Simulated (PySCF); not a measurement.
In(Cl) cation (ClIn), SMILES [In][Cl] (connectivity only; charge and spin as stated), charge +1, multiplicity 2.

Geometry optimised at B3LYP-D3(BJ)/def2-TZVP. The multiplicity is an assumed one; other spin states were not compared. The def2 effective core potentials stand for the cores of In; spin–orbit coupling is left out.

Method: B3LYP-D3(BJ)/def2-TZVP run with PySCF.

Frequencies are harmonic and unscaled.

**Question.** List the normal modes with their intensities. (Estimate from the structure and the level; the computed values follow.)

**Answer.** 
| mode | ν (cm⁻¹) | IR (km/mol) | moving atoms (share of kinetic energy) |
|---|---|---|---|
| 1 | 293 | 3.2 | Cl 76 %, In 24 % |
